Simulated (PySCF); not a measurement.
Ge(H)2(vinyl)2 (C4H8Ge), SMILES C=[CH][GeH2][CH]=C.

Geometry optimised at r2SCAN-D4/def2-SVP. Other conformers were not sampled.

Level of theory: PBE/def2-TZVP run with PySCF.

The molecule is in vacuum.

```json
{
  "total_energy": "-2233.69936 hartree",
  "point_group": "C2",
  "highest_occupied_level": "-6.61 eV",
  "lowest_empty_level": "-1.54 eV",
  "orbital_gap": "5.08 eV",
  "dipole_moment": "0.60 D",
  "quadrupole, principal values (traceless, Buckingham form, about the centre of nuclear charge)": "-2.34, -1.31, 3.65 D·Å",
  "mean_static_polarisability": "82.3 bohr³ (12.19 Å³)",
  "polarisability_principal_values": "64.6, 66.2, 116.0 bohr³"
}
```
